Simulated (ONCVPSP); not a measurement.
# Transferability test, ONCV potential for lanthanum (La)

| Property | Result |
| --- | --- |
| Element | lanthanum |
| Generator | ONCVPSP 4.0.1 |
| Type | optimised norm-conserving Vanderbilt (ONCV) |
| Functional | PBEsol |
| Relativity | scalar-relativistic |
| Frozen core | [Kr] 4d10 |
| Valence charge | 11 |
| Reference configuration | 5s2 5p6 5d1 6s1 6p1 |
| Partial waves | 5s+6s: rc 2.30 bohr, ncon 5, nbas 9, qcut 4.6 1/bohr, 2 projectors; 5p+6p: rc 2.55 bohr, ncon 4, nbas 8, qcut 5.6 1/bohr, 3 projectors, debl 2.8 Ha; 5d: rc 3.60 bohr, ncon 4, nbas 8, qcut 4 1/bohr, 2 projectors, debl 1.5 Ha; f scattering state at 0.46 Ha: rc 3.85 bohr, ncon 4, nbas 7, qcut 2.9 1/bohr, 1 projector |
| Local potential | polynomial inside 2.05 bohr (lpopt 5, dvloc0 4 Ha) |
| Core correction | Teter function, fcfact 2.5, rcfact 1.55 |

In the f channel the program set the typed energies aside and used -0.202 Ha.

Energies are relative to the spin-unpolarised reference configuration 5s2 5p6 5d1 6s1 6p1; without spin polarisation the order of configurations can differ from experiment.

**Question.** Give the all-electron excitation energy and the error of the potential for: 5s2 5p6 5d1 6s2 6p0; 5s2 5p6 5d1 6s1 6p0; 5s2 5p6 5d1 6s0 6p0; 5s2 5p6 5d1 6s0 6p1.

**Answer.**

| valence configuration | charge | ΔE all-electron (eV) | error AE − PS (meV) |
| --- | --- | --- | --- |
| 5s2 5p6 5d1 6s2 6p0 | 0 | -2.408 | -0.3 |
| 5s2 5p6 5d1 6s1 6p0 | +1 | 3.592 | -0.9 |
| 5s2 5p6 5d1 6s0 6p0 | +2 | 14.440 | -4.6 |
| 5s2 5p6 5d1 6s0 6p1 | +1 | 6.575 | -1.6 |

Levels in the configuration 5s2 5p6 5d1 6s2 6p0:

```csv
level,all-electron (eV),pseudo (eV)
5s,-38.948,-38.945
5p,-22.399,-22.400
5d,-3.103,-3.104
6s,-3.705,-3.705
```
